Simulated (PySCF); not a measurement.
A structure optimised at r2SCAN-D4/def2-SVP, used in a PySCF frequency run:

```
C
C 1 1.3020
O 2 1.1739 1 170.17
C 1 1.3309 2 150.63 3 180.00
H 4 1.0992 1 121.41 2 180.00
H 4 1.1012 5 115.76 1 180.00
```

Question: Write its SMILES, formula and point group.

Answer: C=C=C=O, C₃H₂O, Cs

Question: What are its rotational constants (standard atomic weights)?

Answer: 175.38, 4.2750, 4.1732 GHz
